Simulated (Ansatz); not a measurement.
```yaml
crystal:
  periodic: [false, false, false]
  atoms:
    - {symbol: Ta, position_ang: [-1.744673, -0.702689, -0.550149]}
    - {symbol: Ta, position_ang: [-0.458255, 1.559632, -0.076657]}
    - {symbol: Ta, position_ang: [1.121444, -1.206119, 0.292224]}
    - {symbol: Te, position_ang: [-0.840421, -0.392662, 2.049192]}
    - {symbol: Te, position_ang: [-0.129046, -2.527600, -1.699091]}
    - {symbol: Te, position_ang: [-2.125829, 1.348163, -2.238875]}
    - {symbol: Te, position_ang: [2.199638, 1.139080, -0.524810]}
    - {symbol: Te, position_ang: [-1.126053, 3.439315, 1.592681]}
    - {symbol: Te, position_ang: [3.026694, -2.636619, 1.181886]}
basis:
  gaussian: {orbitals: def2-TZVP, initial_orbitals: start.molden}
magnetization: {spin_polarized: true, initial_magnetization: 1}
hamiltonian: {xc: pbe0, dispersion: d4}
scf: {omitted_lower_state_checks: [starts]}
output: {forces: true, orbitals: {seedname: orbitals}}
```

The file start.molden holds the orbitals of an earlier run on this structure, at another level or in another basis.

```sh
$ ansatz run in.yaml --threads 4 --pin off --events-out ev --progress --plain --max-ram 6963MiB
```

Task: Does this run fit into the memory that it is given?

Result: No. It has 420 basis functions, and Ansatz plans for 9 GiB where 7 GiB are given.
